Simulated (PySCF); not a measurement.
## BeCl: frontier orbitals

PW91 at R = 1.822 Å; Be pcseg-1, Cl pcseg-1; no relativity (PySCF 2.14). State: ²Σ⁺ (doublet), unpaired electrons σ ↑. Only the outer orbitals are listed, counted within each symmetry.

```csv
spin,orbital,occ.,ε (eV),on Be (%),main shells (%)
α,5σ,1,-20.42,4,95 Cl s
α,6σ,1,-10.17,18,"78 Cl p, 13 Be s"
α,2π,1,-8.39,7,93 Cl p
α,2π,1,-8.39,7,93 Cl p
α,7σ,1,-5.44,97,"71 Be s, 26 Be p"
α,3π,0,-2.05,94,94 Be p
α,3π,0,-2.05,94,94 Be p
β,5σ,1,-20.39,4,95 Cl s
β,6σ,1,-10.06,17,"80 Cl p, 10 Be s"
β,2π,1,-8.36,5,95 Cl p
β,2π,1,-8.36,5,95 Cl p
β,7σ,0,-3.38,101,"88 Be s, 13 Be p"
β,3π,0,-0.95,95,95 Be p
β,3π,0,-0.95,95,95 Be p
```

Problem. Which are the highest filled and the lowest empty level, where do they sit, and how wide is the gap?

Solution. Highest filled α 7σ at -5.44 eV (in %: 71 Be s, 26 Be p); lowest empty β 7σ at -3.38 eV (in %: 88 Be s, 13 Be p); the gap at PW91 is 2.06 eV.

| Property | Result |
| --- | --- |
| bond order (Mayer) | 1.04 |
| ⟨S²⟩ | 0.752 |
| charge on Be (Mulliken, basis-dependent) | 0.35 |
| charge on Be (Löwdin, basis-dependent) | 0.11 |
| dipole moment (positive dipole means Be(−)Cl(+)) | -1.10 D |

Shares are Mulliken populations and can fall outside 0 to 100 %.

The state was picked by a PBE0 search and need not be the measured ground state.
